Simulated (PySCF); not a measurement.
Ga(Me)2(NH3) (C2H9GaN), SMILES [CH3][Ga]([CH3])<-[NH3] (connectivity only; charge and spin as stated), neutral, multiplicity 2. Atoms are numbered in the order given.

```xyz
13

Ga     0.4154     0.2045     0.0000
C     -0.5079     0.7259     1.7048
H     -0.1373     0.1767     2.5859
H     -0.3590     1.7995     1.9070
H     -1.5981     0.5569     1.6230
C     -0.5079     0.7259    -1.7048
H     -0.1373     0.1767    -2.5859
H     -1.5981     0.5569    -1.6230
H     -0.3590     1.7995    -1.9070
N     -0.2250    -1.9048     0.0000
H     -1.2460    -1.9739     0.0000
H      0.1141    -2.4049    -0.8232
H      0.1141    -2.4049     0.8232
```
Charge 0, spin multiplicity 2.

The structure is a stationary point at r2SCAN-D4/def2-SVP. The multiplicity is an assumed one; no other spin state was optimised. The isomer is the one that the SMILES or the coordinates give; other isomers of the formula were not compared.

These are r2SCAN-D4/def2-SVP in PySCF 2.14.0 values and carry that method's errors.

Frequencies are harmonic and unscaled.

```tsv
mode	ν (cm⁻¹)	IR (km/mol)	moving atoms (share of kinetic energy)
1	86	0.0	H 99 %
2	102	0.1	H 98 %
3	103	0.1	H 92 %
4	125	3.4	H 35 %, C 29 %, N 28 %
5	133	4.5	C 38 %, H 37 %, N 13 %, Ga 12 %
6	148	0.6	C 38 %, H 35 %, Ga 24 %
7	291	10.9	N 66 %, Ga 18 %, H 15 %
8	485	4.0	H 77 %, C 12 %, N 10 %
9	495	1.7	H 81 %, N 11 %
10	506	20.5	C 60 %, H 29 %, Ga 10 %
11	540	52.7	C 52 %, H 27 %, Ga 21 %
12	615	1.2	H 84 %, C 15 %
13	673	39.2	H 78 %, C 15 %
14	695	47.7	H 77 %, C 18 %
15	743	69.9	H 75 %, C 22 %
16	1149	126.0	H 83 %, N 16 %
17	1175	4.8	H 80 %, C 20 %
18	1185	2.0	H 82 %, C 18 %
19	1419	0.3	H 95 %
20	1424	5.8	H 95 %
21	1430	5.9	H 95 %
22	1439	1.1	H 96 %
23	1623	22.1	H 95 %
24	1627	22.6	H 95 %
25	3002	30.9	H 97 %
26	3003	29.0	H 97 %
27	3105	10.1	H 91 %, C 9 %
28	3106	26.9	H 91 %, C 9 %
29	3130	5.0	H 91 %, C 9 %
30	3130	18.9	H 91 %, C 9 %
31	3452	2.0	H 98 %
32	3584	35.6	H 92 %, N 8 %
33	3606	35.5	H 92 %, N 8 %
```
